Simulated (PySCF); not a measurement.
## Correlation energy of Fe (iron, neutral)

[Ar] 3d8, high-spin 3F determinant (an excited configuration). All numbers are calculated (PySCF 2.14, the non-relativistic Hamiltonian (point nucleus), in def2-TZVPPD). Frozen: [Ne]; 16 electrons correlated.

```
  level  correlation energy (mhartree)
   CCSD                        -614.76
    (T)                         -25.37
CCSD(T)                        -640.13
```

Diagnostics: T1 = 0.024, D1 = 0.0584, largest double amplitude 0.034.

Cost of the coupled-cluster step: roughly 50 core-seconds, for 16 correlated electrons.

Iterations:

```
CC2 = 0
CCSD nocc = (np.int64(9), np.int64(7)), nmo = (62, 62)
frozen orbitals [[0, 1, 2, 3, 4], [0, 1, 2, 3, 4]]
max_cycle = 100
direct = 0
conv_tol = 1e-08
conv_tol_normt = 1e-06
diis_space = 8
diis_start_cycle = 0
Init t2, MP2 energy = -0.700716686667804
Init E_corr(UCCSD) = -0.700716686670505
cycle = 1  E_corr(UCCSD) = -0.556730722827938  dE = 0.143985964  norm(t1,t2) = 0.26406
cycle = 2  E_corr(UCCSD) = -0.646481560952602  dE = -0.0897508381  norm(t1,t2) = 0.247997
cycle = 3  E_corr(UCCSD) = -0.617750445397475  dE = 0.0287311156  norm(t1,t2) = 0.254842
cycle = 4  E_corr(UCCSD) = -0.613475837076543  dE = 0.00427460832  norm(t1,t2) = 0.0243859
cycle = 5  E_corr(UCCSD) = -0.613505356721172  dE = -2.95196446e-05  norm(t1,t2) = 0.00803946
cycle = 6  E_corr(UCCSD) = -0.614411521623771  dE = -0.000906164903  norm(t1,t2) = 0.00625397
cycle = 7  E_corr(UCCSD) = -0.614908114455724  dE = -0.000496592832  norm(t1,t2) = 0.00343427
cycle = 8  E_corr(UCCSD) = -0.614828701756039  dE = 7.94126997e-05  norm(t1,t2) = 0.000984276
cycle = 9  E_corr(UCCSD) = -0.614745234580276  dE = 8.34671758e-05  norm(t1,t2) = 0.000549395
cycle = 10  E_corr(UCCSD) = -0.614749302160319  dE = -4.06758004e-06  norm(t1,t2) = 0.000213963
cycle = 11  E_corr(UCCSD) = -0.614756174992572  dE = -6.87283225e-06  norm(t1,t2) = 0.000101855
cycle = 12  E_corr(UCCSD) = -0.61476375742156  dE = -7.58242899e-06  norm(t1,t2) = 5.83274e-05
cycle = 13  E_corr(UCCSD) = -0.614758904556261  dE = 4.8528653e-06  norm(t1,t2) = 2.41667e-05
cycle = 14  E_corr(UCCSD) = -0.614759010602171  dE = -1.06045909e-07  norm(t1,t2) = 1.22767e-05
cycle = 15  E_corr(UCCSD) = -0.614759560021803  dE = -5.49419632e-07  norm(t1,t2) = 7.86191e-06
cycle = 16  E_corr(UCCSD) = -0.614759254044191  dE = 3.05977611e-07  norm(t1,t2) = 5.92766e-06
cycle = 17  E_corr(UCCSD) = -0.614759028170027  dE = 2.25874164e-07  norm(t1,t2) = 2.87087e-06
cycle = 18  E_corr(UCCSD) = -0.614759308801761  dE = -2.80631734e-07  norm(t1,t2) = 1.51908e-06
cycle = 19  E_corr(UCCSD) = -0.614759316352582  dE = -7.55082075e-09  norm(t1,t2) = 8.27215e-07
UCCSD converged
E(UCCSD) = -1262.770094174068  E_corr = -0.6147593163525816
UCCSD(T) correction = -0.0253696426994734
```

This basis was not built for core-valence correlation, so the inner-shell part is incomplete.
